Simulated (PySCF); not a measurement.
Planning a shielding job on CH7BSSi.

Method: GIAO PBE0/pcSseg-1 NMR shielding, non-relativistic, gas phase (PySCF 2.14.0, density-fitted response routines). Geometry: PBE0-D3(BJ)/def2-SVP. Work: shieldings, charges and field gradients, density fitting. The input is one job of a driver script: a line of settings, then coordinates in Å.

Input:
```
{"job": {"kind": "nmr", "xc": "PBE0", "basis": "pcSseg-1"}, "charge": 0, "multiplicity": 1}
B     -1.549459     0.793592    -0.272945
Si    -1.399632    -1.133538     0.100165
S      0.051159     0.418362     0.884489
C      1.419249     0.279853    -0.301677
H     -1.208554     1.215236    -1.353327
H     -2.363461     1.388450     0.394319
H     -1.976132    -1.824870     1.290059
H     -0.550569    -2.096857    -0.663919
H      2.138800    -0.464272     0.063733
H      1.901496     1.264446    -0.367862
H      1.044395    -0.007549    -1.292548
```

Hardware: one thread of an Arm Neoverse V1 (shared host).

The basis has 117 functions.

Task: What wall time should be expected on this hardware?

Result: About 8.9 s. The SCF took 12 cycles.

Task: At this speed, how long would 20000 such jobs take on 32 cores, one job a core?

Result: 20000/32 gives 625 rounds of 8.9 s, about 93 min of wall time and 49 core-hours, if the jobs don't slow each other.

The SCF part of the output:
```
coarse grid: 9760 points
cycle   1  E = -754.3956849467  dE =  1.408e-01  |g| = 2.977e-01  |ddm| = 2.899e+00
cycle   2  E = -754.3896942015  dE =  5.991e-03  |g| = 3.190e-01  |ddm| = 8.390e-01
cycle   3  E = -754.4267414914  dE = -3.705e-02  |g| = 3.539e-02  |ddm| = 4.728e-01
cycle   4  E = -754.4270988900  dE = -3.574e-04  |g| = 1.171e-02  |ddm| = 5.696e-02
cycle   5  E = -754.4271313998  dE = -3.251e-05  |g| = 4.229e-03  |ddm| = 1.631e-02
cycle   6  E = -754.4271362319  dE = -4.832e-06  |g| = 7.630e-04  |ddm| = 5.652e-03
final grid: 83696 points
cycle   7  E = -754.4521355362  dE = -1.544e-05  |g| = 7.430e-03  |ddm| = 2.236e-02
cycle   8  E = -754.4521274687  dE =  8.068e-06  |g| = 9.230e-03  |ddm| = 1.485e-02
cycle   9  E = -754.4521499156  dE = -2.245e-05  |g| = 3.830e-04  |ddm| = 8.871e-03
cycle  10  E = -754.4521499599  dE = -4.425e-08  |g| = 1.094e-04  |ddm| = 7.762e-04
cycle  11  E = -754.4521499637  dE = -3.777e-09  |g| = 4.273e-05  |ddm| = 2.213e-04
cycle  12  E = -754.4521499642  dE = -5.859e-10  |g| = 7.112e-06  |ddm| = 6.375e-05
converged SCF energy = -754.4521499642
```

On the final grid dE counts from the start density on that grid.

The host was shared with other jobs, so the times are rough.
